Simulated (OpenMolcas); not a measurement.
**Se²⁺: Slater's ratio, the spin-orbit constant, worked from levels**

```yaml
Program: OpenMolcas 26.06
Basis: ANO-RCC-VTZP [6s5p3d1f]
Scalar_Hamiltonian: DKH2, point nucleus
Active_space: 4 electrons in 8 orbitals (4s 4p 5s 5p)
State_averaging: 2S+1 = 3 even, 3 roots; 2S+1 = 1 even, 9 roots; 2S+1 = 5 odd, 1 root; 2S+1 = 3 odd, 9 roots; 2S+1 = 1 odd, 8 roots
Spin-orbit_coupling: RASSI with atomic mean-field integrals over the reference wave functions, term energies averaged over their components
```

Methods: CASSCF; SS-CASPT2, IPEA 0.25 Eh, imaginary shift 0.1 Eh (closed shells correlated: 3d). Measured levels: Moore, Atomic Energy Levels, vol. II, NSRDS-NBS 35 (1971 reprint of NBS Circular 467, 1952).

**Slater's ratio.** With one set of orbitals, p2 has 1D - 3P = 6 F2 and 1S - 1D = 9 F2 (F2 = F²/25), a ratio of 3/2. Term energies are centres of gravity, weighted by 2J + 1.

```json
{"Source": "CASSCF", "1D - 3P": "14034", "1S - 3P": "25487", "F2 from the first": "2339", "Ratio": "0.816"}
{"Source": "SS-CASPT2", "1D - 3P": "10717", "1S - 3P": "25240", "F2 from the first": "1786", "Ratio": "1.355"}
```

Energies in cm-1. A ratio away from 3/2 shows effects beyond one configuration with one set of orbitals, and in heavier atoms second-order spin-orbit shifts. In CASSCF the valence s occupation is 1.92 in 1S against 1.98 in 1D: mixing out of s² acts most on 1S and pulls it down.

**The spin-orbit constant.** For the Hund term 3P of p2, E(J) = (A/2) J(J+1) + constant and ζ = 2S·A = 2A. From J = 0 to J = 2 the energy changes by 3 A.

| Source | E(2) - E(0) | A | ζ |
| --- | --- | --- | --- |
| CASSCF | 3556.5 | 1185.5 | 2371 |
| SS-CASPT2 | 3488.7 | 1162.9 | 2326 |
| measured | 3937.0 | 1312.3 | 2625 |

All in cm-1. SS-CASPT2 is off by -11.4 % and CASSCF by -9.7 %. Both methods take the spin-orbit matrix elements from the reference wave functions, so the second can move ζ only through the term energies and any multistate remixing. Second-order mixing with other terms is absorbed into this ζ.

Term energies are means over components that CASPT2 splits; among the terms shown or strongly mixed into the levels shown the widest spread is 37 cm-1 (4s2 4p2 1D, SS-CASPT2). Over all roots computed the reference weight is 0.84 to 0.98 in SS-CASPT2; the roots of lowest weight are the least certain, and an intruder state may touch them. The run also gave levels led by 4s2 4p 5p, which use shells meant for correlation; these and all levels above them are left out. Measured partners are found by configuration, term and J. A level has none where our copy of the source lacks it or the pairing is in doubt (some pairs that miss far off the trend of their configuration count as doubtful), and it then counts in no deviation. Only configurations of the active space appear.
